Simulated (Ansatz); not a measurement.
Gas-phase electronic energies from Ansatz, PBE0-D4/def2-TZVP geometries. CCSD(T)/CBS adds triple-zeta CCSD(T) − MP2 to the extrapolated MP2 energy (def2 sets, frozen cores). This one scheme is used for every species. DFT in def2-TZVPP. Each species was taken in one conformer, which may not be the lowest.

`B[Si](C)(N)O` + `N[SiH3]` → `BN[SiH3]` + `C[SiH](N)O`  (cleavage of the B–Si bond)

| level | ΔE (kcal/mol) |
| --- | --- |
| BHLYP-D4 | -41.8 |
| BLYP | -41.2 |

(1) What does CCSD(T)/CBS give? (Best estimate.)

Largest T1 diagnostic among the species: 0.012.

Answers

(1) Ansatz gave: -41.0 kcal/mol. The listed levels differ from it by -0.8, -0.2 kcal/mol.

At CCSD(T), def2-SVP lies −4.7 kcal/mol from the extrapolated value and def2-TZVPP −0.4 kcal/mol. From BLYP to BHLYP (50 % exact exchange), in def2-TZVPP and without D4, ΔE moves by −1.0 kcal/mol. Leaving LDA and LC-ωPBE aside and taking each functional with its dispersion term where it has one, the values, not all of them listed here, spread over 3.3 kcal/mol, from B2PLYP to revPBE-D4. LDA lies −2.6 kcal/mol from PBE without D4.
